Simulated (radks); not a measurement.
Coulomb parameter of the 4f shell of neutral cerium in the model configuration [Xe] 4f1 5d1 6s2, as a second difference U = [E(n + 0.25) + E(n - 0.25) - 2 E(n)] / (0.25)^2 with all orbitals relaxed. "Bare": the charge of the atom changes with n. "Screened": the 5d shell takes up the change at fixed total charge, which measures U(4f,4f) + U(5d,5d) - 2 U(4f,5d). Calculated with a radial shooting solver on a logarithmic mesh with Libxc functionals: Dirac Kohn-Sham, LDA (Slater exchange, Perdew-Wang correlation), spin-unpolarised, spherical densities, point nucleus; open shells are shared between the two j in proportion to 2j + 1.

case,configuration,E - E(n) (eV)
start,[Xe] 4f1 5d1 6s2,0.000
bare +0.25,[Xe] 4f1.25 5d1 6s2,-1.016
bare -0.25,[Xe] 4f0.75 5d1 6s2,1.812
screened +0.25,[Xe] 4f1.25 5d0.75 6s2,-0.467
screened -0.25,[Xe] 4f0.75 5d1.25 6s2,0.754

U(bare) = 12.735 eV, U(screened by 5d) = 4.598 eV, against the Slater integral F0(4f,4f) = 23.078 eV with frozen orbitals. The step up makes a negative ion, whose loosely bound charge lowers the bare value.
